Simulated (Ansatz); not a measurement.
Reaction (formal exchange of groups at the Si–Si bond): `[SiH3][SiH2]OBCl` + `N[SiH](Cl)O[SiH3]` → `N[Si]([SiH3])(Cl)O[SiH3]` + `[SiH3]OBCl`

Computed with Ansatz on PBE0-D4/def2-TZVP structures; ΔE is electronic, products minus reactants. CBS: MP2 limit from def2 TZ/QZ plus the TZ coupled-cluster correction, frozen cores. This one scheme is used for every species. DFT in def2-TZVPP. One conformer a species, not always the lowest.

```csv
level,ΔE (kJ/mol)
ωB97X-V,-0.3
PBE0,3.0
MP2/def2-TZVPP,-2.0
CCSD(T)/def2-TZVPP,0.0
```

**Question.** What does CCSD(T)/CBS give? (Best estimate.)

**Answer.** The calculation gave: -1.1 kJ/mol. The listed levels differ from it by 0.8, 4.1, -0.9, 1.1 kJ/mol.

Largest T1 diagnostic among the species: 0.013.

The D4 term adds −5.8 kJ/mol with B3LYP and −3.2 kJ/mol with PBE0; it sums over pairs of atoms, weighted by their polarisabilities, and B3LYP, whose exchange is more repulsive, gets the larger term. In def2-TZVPP, CCSD(T) changes the Hartree–Fock value by −3.8 kJ/mol (the triples alone add −1.2 kJ/mol) and MP2 by −5.8 kJ/mol.

B3LYP here is the variant with VWN-RPA as its local correlation; programs differ in this.
